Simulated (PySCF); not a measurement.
This PySCF input asks for the NMR shieldings of B(NCO)3 (SMILES O=C=NB(N=C=O)N=C=O); the geometry comes from PBE0-D3(BJ)/def2-SVP.

```python
import basis_set_exchange as bse
import numpy as np
from pyscf import gto, dft
from pyscf.prop import nmr

atoms = """
B     0.020688   -0.034880    0.006939
N     1.427552    0.153151   -0.013223
C     2.615889    0.000320   -0.030617
O     3.775791   -0.098856   -0.047873
N    -0.847720    1.090081    0.000958
C    -1.247087    2.220662   -0.019376
O    -1.687749    3.297765   -0.036936
N    -0.522011   -1.347480    0.036214
C    -1.333445   -2.231317    0.047801
O    -2.077237   -3.126197    0.060532
"""
names = dict.fromkeys(["B", "N", "C", "O"], "pcSseg-1")
basis = {el: gto.basis.parse(bse.get_basis(n, elements=[el], fmt="nwchem")) for el, n in names.items()}
mol = gto.M(atom=atoms, basis=basis, charge=0, verbose=0)
mf = dft.RKS(mol, xc="PBE0")
mf.grids.level = 2
mf.grids.alignment = dft.numint.BLKSIZE   # the property module wants whole blocks of grid points
mf.conv_tol = 1e-9
mf.kernel()

calc = nmr.RKS(mf)   # GIAO
C = mf.mo_coeff
Co = C[:, mf.mo_occ > 0]
resp = mf.gen_response(singlet=True, hermi=2)
def vind(x):   # induced exchange potential for any number of trial vectors
    d = np.einsum("pi,xij,qj->xpq", C, 2 * x.reshape(-1, C.shape[1], Co.shape[1]), Co, optimize=True)
    return np.einsum("xpq,pi,qj->xij", resp(d - d.transpose(0, 2, 1)), C, Co, optimize=True).ravel()
mo1, _ = nmr.rhf.solve_mo1(calc, with_cphf=vind)
sigma = calc.kernel(mo1)
for i, s in enumerate(sigma):   # ppm
    w = np.linalg.eigvalsh((s + s.T) / 2)
    print("%2d %-2s iso %8.1f  s11 %8.1f  s22 %8.1f  s33 %8.1f" % (i, mol.atom_pure_symbol(i), w.mean(), *w))
```

Question: Give the expected output.

Answer: 
```
 0 B  iso     97.6  s11     93.2  s22     94.3  s33    105.3
 1 N  iso    191.2  s11    107.6  s22    160.8  s33    305.1
 2 C  iso     61.3  s11    -42.9  s22    -41.6  s33    268.2
 3 O  iso    173.6  s11     75.2  s22    113.5  s33    332.0
 4 N  iso    190.1  s11    106.6  s22    159.8  s33    303.8
 5 C  iso     60.6  s11    -44.1  s22    -42.2  s33    268.0
 6 O  iso    172.2  s11     75.8  s22    108.9  s33    332.0
 7 N  iso    189.9  s11    106.6  s22    160.6  s33    302.4
 8 C  iso     60.0  s11    -45.2  s22    -43.1  s33    268.3
 9 O  iso    171.1  s11     75.0  s22    105.9  s33    332.5
```

These numbers come from an equivalent density-fitted implementation of the same equations, which agrees with the script to about 0.01 ppm for H and up to a few tenths of a ppm for heavy atoms, so last digits may differ.

Question: Turn these shieldings into chemical shifts. Shifts are taken against calculated references (same method and geometry level): ¹¹B (σref 100.73) vs BF3·OEt2; NH3 for ¹⁵N (σref 265.67); ¹³C (σref 184.41) against TMS; ¹⁷O (σref 334.56) vs H2O.

Answer: Averaging equivalent atoms: B 0: 3.1; N 1/4/7: 75.3; C 2/5/8: 123.8; O 3/6/9: 162.2 ppm. Experimental scales use liquid or dissolved standards, which lie at an offset from isolated NH3 (liquid NH3: subtract about 20 ppm) and H2O (liquid H2O: subtract about 36 ppm).

Size and cost of the density-fitted run: 170 basis functions, 41 s wall time on 1 thread of an Arm Neoverse N1, shared host; peak memory 1 GiB.
